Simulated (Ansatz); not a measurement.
Basis-set extrapolation for `ClC1C[SiH2][SiH2]1` (PBE0-D4/def2-TZVP geometry, frozen core, Ansatz). Multiplicity 1, RHF reference.

```csv
,def2-TZVPP,def2-QZVPP
HF,-1117.208246,-1117.242039
MP2 correlation,-0.777323,-0.836599
CCSD(T) correlation,-0.879375,not run
```

Energies in hartree. Use E(X) = E(∞) + A·exp(−7.88·√X) for Hartree–Fock and E(X) = E(∞) + B·X^(−2.97) for correlation, with X = 3 and 4, and add CCSD(T) minus MP2 of the smaller set to the MP2 limit.

Problem. What is the CCSD(T) energy at the basis-set limit?

Solution. HF limit: -1117.242039 + (-0.033793) × 0.13774 = -1117.24669. MP2 limit: -0.836599 + (-0.059276) × 0.74074 = -0.88051. Higher-order term: -0.879375 − (-0.777323) = -0.10205. Total: -1118.22925 hartree, 371.8 kJ/mol below CCSD(T)/def2-TZVPP.
